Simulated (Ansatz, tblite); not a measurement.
Forces on Cu4Ag⁺ at its PBE-D4/def2-SVP geometry. The state is a singlet with charge 1.

In the def2 sets Ag takes a core potential; there is no spin–orbit coupling. The xTB rows come from tblite. Another isomer (singlet) lies 0.11 eV lower at PBE0-D4/def2-TZVP; other spin states weren't run for this one.

GFN1-xTB (tblite), largest force 0.48 eV/Å:

```xyz
5
positions Å, forces eV/Å
Ag   -0.348    0.494    1.857    0.298    0.201    0.322
Cu   -2.348   -0.505    0.807   -0.141   -0.137   -0.284
Cu   -0.402   -0.307   -0.559   -0.324   -0.092    0.047
Cu    1.710    0.550    0.017    0.103    0.102    0.213
Cu    1.388   -0.232   -2.123    0.064   -0.074   -0.298
```

GFN2-xTB (tblite), largest force 0.61 eV/Å:

```
Ag -0.023 0.056 0.201
Cu -0.546 -0.108 0.206
Cu -0.373 -0.142 -0.059
Cu 0.582 0.170 -0.059
Cu 0.360 0.024 -0.288
```

PBE-D4/def2-TZVP (Ansatz), largest force 0.44 eV/Å:

```
Ag 0.044 0.081 0.201
Cu -0.294 -0.074 0.069
Cu -0.158 -0.082 -0.097
Cu 0.270 0.159 0.232
Cu 0.139 -0.083 -0.405
```
